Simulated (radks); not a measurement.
Polarisability of the chlorine ion Cl3+, [Ne] 3s2 3p2, at imaginary frequency. Method: non-relativistic Kohn-Sham, PBE, spin-polarised, spherical densities, point nucleus; open shells are filled with parallel spins first; computed with a radial shooting solver on a logarithmic mesh with Libxc functionals. Response by self-consistent Sternheimer equations with the Hartree and adiabatic LDA kernel.

w (hartree)  alpha1(iw) (bohr^3)
0.00266                    4.318
0.0143                     4.317
0.0360                     4.309
0.0697                     4.284
0.118                      4.222
0.186                      4.088
0.280                      3.833
0.413                      3.402
0.605                      2.767
0.892                      1.988
1.35                       1.226
2.12                      0.6436
3.59                      0.2898
6.94                      0.1102
17.5                     0.02783

Static values: alpha1 = 4.318 bohr^3 (0.6399 angstrom^3; uncoupled 7.242). C6 = 11.66, triple-dipole C9 = 36.80 atomic units. One-pole (London) frequency 4 C6 / (3 alpha1^2) = 0.834 hartree, against 1.703 for minus the highest occupied eigenvalue.
